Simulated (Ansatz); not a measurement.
C$_{3}$H$_{9}$O$_{2}$Sb, singlet, at a GFN2-xTB geometry (core potentials on Sb); Ansatz (an electronic-structure program) with B3LYP/def2-TZVPP.

Input for Ansatz:
Ansatz 0.2 input:
```yaml
crystal:
  periodic: [false, false, false]
  atoms:
    - {symbol: Sb, position_ang: [-0.35867858, 0.11231362, 0.48650377]}
    - {symbol: C, position_ang: [-2.07908214, -0.38065613, -0.70336370]}
    - {symbol: H, position_ang: [-1.86205145, -1.32626770, -1.18685230]}
    - {symbol: H, position_ang: [-2.19435921, 0.40323565, -1.44251928]}
    - {symbol: H, position_ang: [-2.97383729, -0.46278549, -0.09770708]}
    - {symbol: O, position_ang: [0.52427686, -1.54793811, -0.23090707]}
    - {symbol: C, position_ang: [1.81329918, -1.92784748, 0.15063452]}
    - {symbol: H, position_ang: [1.90402663, -2.06109375, 1.23340072]}
    - {symbol: H, position_ang: [2.01272136, -2.88563649, -0.33450639]}
    - {symbol: H, position_ang: [2.57043172, -1.20979014, -0.17849394]}
    - {symbol: O, position_ang: [0.21467384, 1.33232165, -1.00456225]}
    - {symbol: C, position_ang: [1.49877811, 1.87893116, -1.05535021]}
    - {symbol: H, position_ang: [2.26424970, 1.10964239, -1.19164148]}
    - {symbol: H, position_ang: [1.52156608, 2.54495886, -1.92039365]}
    - {symbol: H, position_ang: [1.74028334, 2.46210810, -0.16074835]}
basis:
  gaussian:
    orbitals: def2-TZVPP
hamiltonian:
  xc: b3lyp
```

Problem. Write the output that Ansatz gives for this input, abridged.

Solution. 
```
Functional definition: B3LYP
1809 factors; their error is unknown
mean field evaluation 1: about -13874.6352 eV, gradient 9.9e1 eV
mean field evaluation 2: about -13806.4944 eV, gradient 2.0e2 eV
mean field evaluation 4: about -13894.8263 eV, gradient 1.5e1 eV
mean field evaluation 8: about -13895.2822 eV, gradient 2.7e-1 eV
mean field evaluation 16: about -13895.3936 eV, gradient 4.0e-4 eV
mean field -13895.39363541 eV, -510.6462974652 hartree, gradient 7.8e-5 eV, S^2 0.000000; 0 other end points of the search recorded, 0 dependent functions left out
reference -13895.39397614 eV, -510.6463099870 hartree; 33, 33 occupied and 298, 298 virtual orbitals, 1809 factors
Total energy: -13895.39397614 eV, -510.6463099870 hartree
```
